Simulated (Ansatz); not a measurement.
```yaml
crystal:
  periodic: [false, false, false]
  atoms:
    - {symbol: F, position_ang: [-2.133330, -1.051175, 0.363732]}
    - {symbol: Sn, position_ang: [-0.404613, -0.200812, 0.070746]}
    - {symbol: Si, position_ang: [0.493837, 0.161958, 2.454132]}
    - {symbol: Si, position_ang: [-1.006573, 1.956837, -1.194827]}
    - {symbol: Si, position_ang: [0.888453, -1.938998, -1.317099]}
    - {symbol: H, position_ang: [-0.428687, 1.040659, 3.217760]}
    - {symbol: H, position_ang: [1.827904, 0.814923, 2.364824]}
    - {symbol: H, position_ang: [0.635612, -1.143185, 3.148970]}
    - {symbol: H, position_ang: [-1.898835, 2.803656, -0.362319]}
    - {symbol: H, position_ang: [0.247476, 2.704417, -1.482174]}
    - {symbol: H, position_ang: [-1.680344, 1.624560, -2.476202]}
    - {symbol: H, position_ang: [1.033520, -3.200696, -0.546769]}
    - {symbol: H, position_ang: [2.239515, -1.394549, -1.620878]}
    - {symbol: H, position_ang: [0.173168, -2.206994, -2.590996]}
basis:
  gaussian: {orbitals: STO-3G}
hamiltonian: {xc: {name: SPW92}}
accuracy: high
output: {forces: true}
```

```sh
$ ansatz run in.yaml --threads 4 --pin off --events-out ev --progress --plain --max-ram 11315MiB
```

Output, abridged:

```
Functional definition: SPW92
1382 factors; integrals over basis functions are off by at most 1.4e-8 eV
mean field evaluation 1: about -188232.5329 eV, gradient 2.7e1 eV
mean field evaluation 2: about -188216.4978 eV, gradient 8.6e1 eV
mean field evaluation 4: about -188234.9711 eV, gradient 5.3e0 eV
mean field evaluation 8: about -188234.8599 eV, gradient 1.8e-1 eV
mean field evaluation 16: about -188234.8600 eV, gradient 1.2e-5 eV
mean field -188234.86002164 eV, -6917.5035156244 hartree, gradient 1.2e-8 eV, S^2 0.000000; 0 other end points of the search recorded, 0 dependent functions left out
reference -188234.86002474 eV, -6917.5035157386 hartree; 55, 55 occupied and 13, 13 virtual orbitals, 1382 factors
Total energy: -188234.86002474 eV, -6917.5035157386 hartree
Atom 0 at    -2.133330    -1.051175     0.363732 Å, force     0.646583     0.318297    -0.109795 eV/Å
Atom 1 at    -0.404613    -0.200812     0.070746 Å, force    -0.482323    -0.237358     0.081859 eV/Å
Atom 2 at     0.493837     0.161958     2.454132 Å, force     0.009233     0.027372    -0.737596 eV/Å
Atom 3 at    -1.006573     1.956837    -1.194827 Å, force     0.444775    -0.493620     0.321661 eV/Å
Atom 4 at     0.888453    -1.938998    -1.317099 Å, force    -0.105625     0.637601     0.356525 eV/Å
Atom 5 at    -0.428687     1.040659     3.217760 Å, force     0.584508    -0.505530    -0.301793 eV/Å
Atom 6 at     1.827904     0.814923     2.364824 Å, force    -0.759086    -0.378252     0.264696 eV/Å
Atom 7 at     0.635612    -1.143185     3.148970 Å, force    -0.045015     0.786259    -0.261043 eV/Å
Atom 8 at    -1.898835     2.803656    -0.362319 Å, force     0.474087    -0.376038    -0.567620 eV/Å
Atom 9 at     0.247476     2.704417    -1.482174 Å, force    -0.840283    -0.280440     0.069505 eV/Å
Atom 10 at    -1.680344     1.624560    -2.476202 Å, force     0.344879     0.321418     0.682660 eV/Å
Atom 11 at     1.033520    -3.200696    -0.546769 Å, force    -0.022885     0.631145    -0.538380 eV/Å
Atom 12 at     2.239515    -1.394549    -1.620878 Å, force    -0.735301    -0.493955     0.068886 eV/Å
Atom 13 at     0.173168    -2.206994    -2.590996 Å, force     0.486454     0.043102     0.670435 eV/Å
Dipole moment:     0.147870     0.072691    -0.024950 e Å
```

Run time 2.3 s (4 threads of an Arm Neoverse V2 on a shared host); peak host memory 0.57 GiB.
